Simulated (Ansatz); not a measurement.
A nudged elastic band was laid between two geometries of CH₉B₃Si (14 atoms, charge 0, multiplicity 1).

These are results of RKS B3LYP/6-31G in Ansatz, not measurements.

```
movable images  : 7
climbing image  : yes
spring          : 5.0 eV/Å²
optimiser       : quadratic models (default)
start path      : through a guess of the saddle point
force threshold : 0.03 eV/Å
iteration limit : 39
end points      : relaxed
```

First end point:

```xyz
14
Properties=species:S:1:pos:R:3
C -1.807 0.678 1.449
B -1.102 1.363 0.218
B 0.438 1.105 -0.321
B 0.973 -0.017 -1.356
Si 1.626 -1.840 -0.706
H -1.190 -0.018 2.026
H -2.202 1.444 2.132
H -2.692 0.130 1.086
H -1.750 2.174 -0.399
H 1.269 1.855 0.141
H 1.016 0.140 -2.544
H 0.750 -2.923 -1.289
H 3.029 -2.096 -1.196
H 1.629 -2.026 0.788
```

Last end point:

```xyz
14
Properties=species:S:1:pos:R:3
C -1.832 0.663 1.427
B -1.157 1.321 0.165
B 0.391 1.105 -0.367
B 0.967 -0.035 -1.359
Si 1.700 -1.801 -0.638
H -2.713 0.086 1.100
H -1.193 0.004 2.022
H -2.232 1.449 2.086
H -1.837 2.078 -0.484
H 1.191 1.907 0.061
H 0.999 0.074 -2.552
H 0.883 -2.947 -1.183
H 3.117 -2.004 -1.110
H 1.703 -1.930 0.862
```

Task: Which bonds break or form, and what moves?

Result: No bond is made or broken. The dihedral H7–C1–B2–B3 goes from 126 to 1°. The two ends are copies of one structure, up to a mirror image or an exchange of like atoms.

Task: Give the energies along the band, and the barrier.

Result: The forces met the threshold. The highest image is number 4 of 0 to 8, 0.031 eV above the ends, which have the same energy within 2 meV. A vibrational analysis at the climbing image gives one clearly imaginary mode, 125i cm⁻¹: a first-order saddle point. Limits of this set-up: no polarisation functions.

| image | path coordinate (Å) | energy (eV) | dihedral H7–C1–B2–B3 (°) |
| --- | --- | --- | --- |
| 0 | 0.00 | 0.000 | 126 |
| 1 | 0.48 | 0.002 | 110 |
| 2 | 0.97 | 0.011 | 93 |
| 3 | 1.45 | 0.023 | 76 |
| 4 | 1.94 | 0.031 | 59 |
| 5 | 2.39 | 0.025 | 43 |
| 6 | 2.85 | 0.012 | 28 |
| 7 | 3.30 | 0.002 | 14 |
| 8 | 3.75 | 0.000 | 1 |

Task: What is the geometry of the highest image?

Result: 
```xyz
14
Properties=species:S:1:pos:R:3
C -1.799 0.739 1.476
B -1.164 1.351 0.167
B 0.362 1.077 -0.406
B 0.888 -0.089 -1.397
Si 1.645 -1.839 -0.662
H -1.765 -0.360 1.446
H -1.194 1.020 2.353
H -2.832 1.049 1.663
H -1.814 2.122 -0.497
H 1.194 1.873 -0.030
H 0.880 -0.005 -2.593
H 0.894 -3.014 -1.235
H 3.084 -1.980 -1.092
H 1.610 -1.972 0.837
```

Task: What are the harmonic wavenumbers there?

Result: 125i, 51, 64, 122, 158, 214, 332, 479, 484, 531, 595, 677, 693, 757, 843, 859, 870, 908, 921, 942, 980, 997, 1094, 1203, 1384, 1506, 1516, 2132, 2146, 2156, 2528, 2551, 2622, 3014, 3068, 3122 cm⁻¹.

Run time: 9.6 min on 1 thread of Intel(R) Xeon(R) Platinum 8488C (Sapphire Rapids), with other jobs on the host, peak memory 0.17 GiB.
